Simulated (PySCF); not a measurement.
**Ca⁺ (calcium, charge +1) across methods**

[Ar] 4s1, 2S determinant. Computed with PySCF 2.14 in aug-cc-pVQZ-X2C, with scalar relativity by spin-free X2C-1e. The B2PLYP total includes its PT2 part (frozen core); its orbital energies are those of the SCF part.

```csv
method,E (hartree),mean ε 3p α (eV),mean ε 3p β (eV),mean ε 4s α (eV),Σ⟨r²⟩ (bohr²),⟨S²⟩
PBE0,-680.060,-37.405,-37.260,-9.962,30.25,0.750
LDA,-678.361,-35.122,-34.992,-9.517,29.89,0.750
PBE,-680.015,-35.108,-34.955,-9.354,30.16,0.750
r2SCAN,-680.196,-35.817,-35.718,-9.444,30.24,0.750
M06-2X,-680.252,-39.396,-39.399,-10.865,30.02,0.750
wB97X-V,-680.149,-39.991,-39.897,-11.542,30.43,0.750
B2PLYP,-680.034,-39.495,-39.381,-10.496,30.37,0.750
UHF,-679.44802,-43.097,-42.974,-11.380,31.08,0.750
```
